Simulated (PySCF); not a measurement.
# Se⁺: excitation energy

Se⁺ [Ar] 3d10 4s2 4p3 (4S) → Se⁺ [Ar] 3d10 4s1 4p4 (4P), as a difference of total energies. Calculation: PySCF 2.14, in x2c-QZVPPall with one added diffuse shell each of s, p, d, f type (12s9p6d5f1g, 113 functions); the spin-free X2C one-electron Hamiltonian (Gaussian nucleus). Correlated levels: valence: [Ar] 3d10 frozen; valence and next inner shell: [Ne] frozen. The calculations carry no spin-orbit coupling.

Question: Order these methods by the excitation energy they give, lowest first.
A. HSE06
B. TPSSh
C. r2SCAN
D. BLYP

Answer: C (10.945 eV), B (11.136 eV), A (11.247 eV), D (11.321 eV).

Errors of the correlated levels include the incompleteness of this basis and the frozen core.

For comparison: 10.523 eV (measured; NIST levels, between the centres of gravity of the two terms).
